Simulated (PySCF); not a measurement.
An unknown shows these calculated signals:

1H NMR (600 MHz, computed): δ 8.49 (d, 1H), 5.25 (q, 2H), 2.89 (d, 1H), 0.35 (t, 3H).

13C{1H} NMR (computed): δ 158.0 (CH), 89.4 (CH), 81.8 (C), -3.6 (CH3).

Theory: GFN2-xTB geometry, GIAO PBE0/pcSseg-1 shieldings, in PySCF 2.14.0 with density-fitted response routines (no relativistic terms, isolated molecule, one computed conformer, rapidly exchanging positions averaged).

Chemical shifts δ = σref − σ; 1H, 13C against TMS, all at this level.

Which of these does the molecule contain: a Si–CH3 group, a methoxy group, a Si–H bond, a ketone, a C≡C triple bond, an OH group?

Results:


- A Si–CH3 group: yes (δC -3.6; δH 0.35 (t)).
- A methoxy group: no.
- A Si–H bond: yes (δH 5.25 (q)).
- A ketone: no.
- A C≡C triple bond: yes (δC 89.4, 81.8; δH 2.89 (d)).
- An OH group: no.

The data belong to `C#C/C=N\[SiH2]C`, C₄H₇NSi; they needn't prove each group on their own.

Carbon signals by region: 1 in the sp2 and nitrile region (100–160 ppm), 2 at 50–100 ppm, 1 below 50 ppm.

Shifts are as computed. Against solution values, carbons near 30 ppm lie about +3 ppm off and those near 130 ppm about +5 ppm. Of 1211 compounds with measured shifts, 218 miss one by over three times the rms of a fit or turn the order of signals round; such compounds aren't used in these exercises. Multiplicities follow the n + 1 count of equivalent neighbours, as no J values were calculated; m marks all less simple cases, F and P coupling included.
